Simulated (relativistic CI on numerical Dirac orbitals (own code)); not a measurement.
Computed by Dirac-Coulomb-Breit CI, orbitals from a KLI potential per configuration, model QED, unscaled Slater integrals (own radial code, finite nucleus).

The strongest absorption lines from the ground level of an ion, among the configurations computed and to levels below about 5340 eV (vacuum wavelength in nm, gf): 0.26017 (0.55), 0.26668 (0.66), 0.26722 (0.55), 0.26733 (3), 0.26734 (1.7), 0.26859 (0.67), 0.28317 (4), 0.28394 (1.3).

Question: Which ion is it?
A. Cd XLI
B. Te XLV
C. Ba XLIX
D. Te XLIII

Answer: B. Te XLV has 8 electrons and the ground level 2s²2p⁴ ³P2; the strongest line goes to 2s²2p³3d ³D°3. The pattern of lines fixes the number of electrons, and along that sequence the line energies rise steadily with the charge (about as its square where n changes within one kind of shell, about linearly where n is kept but much faster in heavy ions where fine structure, which grows about as Z⁴, sets the gap, and irregularly where shells cross), which fixes Z. Configurations outside the model, such as inner-shell arrays, can give stronger lines. At this charge energies of transitions that change n are usually good to better than 1 %, and those within a shell (Δn = 0) to a few per cent.

LS names give the leading component of a level, which can be under half, so a name can repeat, a term be missing and a line seem to break the LS rules.
